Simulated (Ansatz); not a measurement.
Total energies of MnO3F from Ansatz at PBE-D4/def2-TZVP, gas phase (1 Eh = 27.2114 eV = 2625.5 kJ/mol). The reference geometry is relaxed at B3LYP-D4/def2-SVP.

```csv
state,geometry,energy (Eh)
charge 0 singlet,reference,-1476.17454
charge 1 doublet,reference,-1475.72356
free Mn atom (sextet),–,-1150.72327
free O atom (triplet),–,-75.00967
free F atom (doublet),–,-99.66912
```

Q: Work out the vertical ionisation energy to the doublet.

A: E(charge 1 doublet) − E(charge 0 singlet) = -1475.72356 − (-1476.17454) = 0.45098 Eh = 12.27 eV. For comparison, −ε of the highest occupied level is 8.60 eV at this level, 3.67 eV less.

Q: What is the binding energy per atom against free atoms?

A: Atoms: 1 × (-1150.72327) + 3 × (-75.00967) + 1 × (-99.66912) = -1475.42140 Eh. Binding: -1475.42140 − (-1476.17454) = 0.75314 Eh = 20.49 eV, or 4.10 eV for each of 5 atoms (no zero-point energy, no counterpoise term).
